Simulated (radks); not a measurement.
Task: These are the eigenvalues of the occupied orbitals of an atom or ion with whole-number occupations (hartree). Calculated with a radial shooting solver on a logarithmic mesh with Libxc functionals: Dirac Kohn-Sham, BLYP, spin-unpolarised, spherical densities, finite nucleus; Fermi nuclear charge, rms radius of each element as measured or else 0.836 A^(1/3) + 0.57 fm.

1s1/2: -217.6133
2s1/2: -25.99956
2p1/2: -22.30527
2p3/2: -21.98729
3s1/2: -4.13223
3p1/2: -3.09722
3p3/2: -3.05766
3d3/2: -1.43837

Which element is it, and in what charge state? The configuration may be excited. Open shells, if any, fill j = l - 1/2 first.

Result: Z = 24, chromium, charge +3: Cr3+ in [Ar] 3d3. The list shows which subshells hold electrons but not how many an open one holds; the 1s level, -217.61 hartree, gives Z - s = 20.9 by -(Z - s)^2/2, which with screening and relativity narrows Z to a few neighbours, and the depths of the outer levels then fix element, charge and occupations together.
